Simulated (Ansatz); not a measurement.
`F[BH][SnH2][SiH3]` → B• + F• + 6 H• + Si• + Sn•  (atomization)

Calculated with Ansatz (gas phase, PBE0-D4/def2-TZVP geometries, no zero-point term in ΔE). CBS: MP2 limit from def2 TZ/QZ plus the TZ coupled-cluster correction, frozen cores. This one scheme is used for every species, atoms too. DFT in def2-TZVPP. No spin–orbit coupling; open shells (•) take unrestricted orbitals. Spin–orbit coupling would lower the free atoms: a little for B, F, Si; strongly for Sn. def2 core potentials past Kr. Bonds to Sn are less sure, by a few kJ/mol each and by 10 to 20 or more in all where they break to atoms, as the def2 sets lack core-valence functions. Each species was taken in one conformer, which may not be the lowest.

What is ΔE at CCSD(T)/CBS? (An estimate is asked.)

Computed: +708.6 kcal/mol.

What do these levels give: r2SCAN-D4, PBE0-D4, BHLYP-D4, r2SCAN0, LC-ωPBE, HF/def2-SVP? (An estimate is asked.)

The calculation gave: r2SCAN-D4 707.3, PBE0-D4 698.8, BHLYP-D4 694.1, r2SCAN0 698.2, LC-ωPBE 700.2, HF/def2-SVP 531.9 kcal/mol.

Largest T1 diagnostic among the species: 0.014.

The D4 term adds +7.4 kcal/mol with B3LYP and +3.9 kcal/mol with PBE0; it sums over pairs of atoms, weighted by their polarisabilities, and B3LYP, whose exchange is more repulsive, gets the larger term. From PBE to PBE0 (25 % exact exchange), in def2-TZVPP and without D4, ΔE moves by −4.9 kcal/mol: exact exchange takes away binding that semilocal exchange gives to molecules.

B3LYP here is the variant with VWN-RPA as its local correlation; programs differ in this.

For atomizations the MP2-based limit and the directly extrapolated one differ by several kJ/mol either way, and by 10 to 25 for some Ge, Se and Sn compounds, so smaller differences from it don't rank the levels.
